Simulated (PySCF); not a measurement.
# ²⁹Si chemical shifts

Computed data (PySCF 2.14.0 with density-fitted response routines): geometry from GFN2-xTB, GIAO PBE0/pcSseg-1 shieldings. One conformer, gas phase, non-relativistic, one averaged value for each set of equivalent atoms.

Shieldings were converted by a linear fit to measured shifts: ²⁹Si: δ = 279.94 − 0.822σ (rms 8.9 ppm, 72 shifts, 25.8 ppm with the 6 outliers that the fit left out vs TMS, solution or neat liquid). A few per cent of atoms miss by over 2 rms, more outside the fitted compound classes.

Q: Give the ²⁹Si shifts of `CO[SiH2]C(C=O)=C(F)F`, `[SiH3][Si@@H]([SiH2][SiH2]Cl)C1CC1`, `FC(F)(F)CCCN[SiH3]`, `[SiH3][SiH]([SiH3])[SiH2][C@@H]1C[C@H]1Cl`, `C[C@@H]1[SiH2][SiH2][Si@H](CCl)[SiH2]1`, `CC(C)[Si]1(Cl)[SiH2][SiH2][SiH2]1`, `C[SiH2]C(C)(C)O[SiH2]Cl`.

A: 
```json
{"compound": "CO[SiH2]C(C=O)=C(F)F", "environment": "silicon bonded to C, O, 2 H", "δ (ppm)": "-39.9"}
{"compound": "[SiH3:1][Si@@H:2]([SiH2:3][SiH2:4][Cl:5])[CH:6]1[CH2:7][CH2:8]1", "environment": "Si4: silicon bonded to Cl, Si, 2 H", "δ (ppm)": "-28.5"}
{"compound": "[SiH3:1][Si@@H:2]([SiH2:3][SiH2:4][Cl:5])[CH:6]1[CH2:7][CH2:8]1", "environment": "Si2: silicon bonded to C, 2 Si, H", "δ (ppm)": "-55.6"}
{"compound": "[SiH3:1][Si@@H:2]([SiH2:3][SiH2:4][Cl:5])[CH:6]1[CH2:7][CH2:8]1", "environment": "Si1: silicon bonded to Si, 3 H", "δ (ppm)": "-100.1"}
{"compound": "[SiH3:1][Si@@H:2]([SiH2:3][SiH2:4][Cl:5])[CH:6]1[CH2:7][CH2:8]1", "environment": "Si3: silicon bonded to 2 Si, 2 H", "δ (ppm)": "-107.2"}
{"compound": "FC(F)(F)CCCN[SiH3]", "environment": "silicon bonded to N, 3 H", "δ (ppm)": "-51.8"}
{"compound": "[SiH3:1][SiH:2]([SiH3:3])[SiH2:4][C@@H:5]1[CH2:6][C@H:7]1[Cl:8]", "environment": "Si4: silicon bonded to C, Si, 2 H", "δ (ppm)": "-53.0"}
{"compound": "[SiH3:1][SiH:2]([SiH3:3])[SiH2:4][C@@H:5]1[CH2:6][C@H:7]1[Cl:8]", "environment": "Si3: silicon bonded to Si, 3 H", "δ (ppm)": "-99.8"}
{"compound": "[SiH3:1][SiH:2]([SiH3:3])[SiH2:4][C@@H:5]1[CH2:6][C@H:7]1[Cl:8]", "environment": "Si1: silicon bonded to Si, 3 H", "δ (ppm)": "-100.3"}
{"compound": "[SiH3:1][SiH:2]([SiH3:3])[SiH2:4][C@@H:5]1[CH2:6][C@H:7]1[Cl:8]", "environment": "Si2: silicon bonded to 3 Si, H", "δ (ppm)": "-126.5"}
{"compound": "[CH3:1][C@@H:2]1[SiH2:3][SiH2:4][Si@H:5]([CH2:6][Cl:7])[SiH2:8]1", "environment": "Si3: silicon bonded to C, Si, 2 H, in a 5-membered ring", "δ (ppm)": "-53.8"}
{"compound": "[CH3:1][C@@H:2]1[SiH2:3][SiH2:4][Si@H:5]([CH2:6][Cl:7])[SiH2:8]1", "environment": "Si8: silicon bonded to C, Si, 2 H, in a 5-membered ring", "δ (ppm)": "-54.8"}
{"compound": "[CH3:1][C@@H:2]1[SiH2:3][SiH2:4][Si@H:5]([CH2:6][Cl:7])[SiH2:8]1", "environment": "Si5: silicon bonded to C, 2 Si, H, in a 5-membered ring", "δ (ppm)": "-57.3"}
{"compound": "[CH3:1][C@@H:2]1[SiH2:3][SiH2:4][Si@H:5]([CH2:6][Cl:7])[SiH2:8]1", "environment": "Si4: silicon bonded to 2 Si, 2 H, in a 5-membered ring", "δ (ppm)": "-111.3"}
{"compound": "[CH3:1][CH:2]([CH3:3])[Si:4]1([Cl:5])[SiH2:6][SiH2:7][SiH2:8]1", "environment": "Si4: silicon bonded to C, Cl, 2 Si, in a 4-membered ring", "δ (ppm)": "35.5"}
{"compound": "[CH3:1][CH:2]([CH3:3])[Si:4]1([Cl:5])[SiH2:6][SiH2:7][SiH2:8]1", "environment": "Si6/8: silicon bonded to 2 Si, 2 H, in a 4-membered ring (×2)", "δ (ppm)": "-75.6"}
{"compound": "[CH3:1][CH:2]([CH3:3])[Si:4]1([Cl:5])[SiH2:6][SiH2:7][SiH2:8]1", "environment": "Si7: silicon bonded to 2 Si, 2 H, in a 4-membered ring", "δ (ppm)": "-101.7"}
{"compound": "[CH3:1][SiH2:2][C:3]([CH3:4])([CH3:5])[O:6][SiH2:7][Cl:8]", "environment": "Si7: silicon bonded to Cl, O, 2 H", "δ (ppm)": "-29.7"}
{"compound": "[CH3:1][SiH2:2][C:3]([CH3:4])([CH3:5])[O:6][SiH2:7][Cl:8]", "environment": "Si2: silicon bonded to 2 C, 2 H", "δ (ppm)": "-31.5"}
```
